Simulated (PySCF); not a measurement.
Vertical excitations of a molecule C₃H₉NOSi from TDA-CAM-B3LYP/def2-SVPD (PySCF), as energy in eV (oscillator strength): 6.70 (0.039), 6.90 (0.029), 7.11 (0.035), 7.39 (0.549), 7.56 (0.111), 7.61 (0.014), 7.79 (0.001), 8.05 (0.006), 8.11 (0.045), 8.18 (0.011). Lowest triplet (TDA): 4.22 eV. Coordinates come from a ωB97X-D3(BJ)/def2-SVP optimisation. One conformer was computed; it need not be the lowest.

Pick the molecule that these values belong to.
A. C=COC[SiH2]N
B. C=C(CN)O[SiH3]
C. C/C=C/[Si@@H](N)O
D. CN[Si@@H]1CCO1

C, C/C=C/[Si@@H](N)O
